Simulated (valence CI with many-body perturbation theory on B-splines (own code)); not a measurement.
Results of a calculation; reference values are marked as such.
Assign the levels of Zr+

Level of theory: configuration interaction combined with many-body perturbation theory (CI+MBPT): three valence electrons over a frozen Dirac-Fock core [Kr], radial functions for each j: 9 s, 9 p, 10 d, 8 f, 5 g, 3 h, 1 i, with the one-electron correlation potential Σ1 (screened to all orders), the two-electron term Σ2, the three-electron term Σ3, Breit, model QED; selected single and double excitations, second order for the rest (own B-spline code, finite nucleus).

Set against measurement, 26 paired levels are off by 278 cm⁻¹ on average, the worst by 664. These come from a selection out of the NIST Handbook of Basic Atomic Spectroscopic Data. Levels without a partner in it may be off by more, other configurations by 1,000 to 4,000 cm⁻¹.

```tsv
No.	J	Parity	E (cm⁻¹)	g
1	3/2	even	0.0	0.402
2	5/2	even	314	1.029
3	7/2	even	763	1.238
4	9/2	even	1323	1.334
5	3/2	even	1923	0.407
6	5/2	even	2236	1.030
7	7/2	even	2636	1.238
8	9/2	even	3097	1.332
12	5/2	even	5732	0.893
14	7/2	even	6432	1.141
15	7/2	even	7495	0.891
16	9/2	even	7826	1.110
17	1/2	even	7901	2.667
18	3/2	even	8123	1.731
```

Energies count from the lowest level. Strongly mixed levels and levels close to another of their J and parity are left out, so the numbers can have gaps.

(1) Give configuration and LS term of each level.

## Answers

(1) 1: 4d²5s ⁴F; 2: 4d²5s ⁴F; 3: 4d²5s ⁴F; 4: 4d²5s ⁴F; 5: 4d³ ⁴F; 6: 4d³ ⁴F; 7: 4d³ ⁴F; 8: 4d³ ⁴F; 12: 4d²5s ²F; 14: 4d²5s ²F; 15: 4d³ ²G; 16: 4d³ ²G; 17: 4d²5s ⁴P; 18: 4d²5s ⁴P.
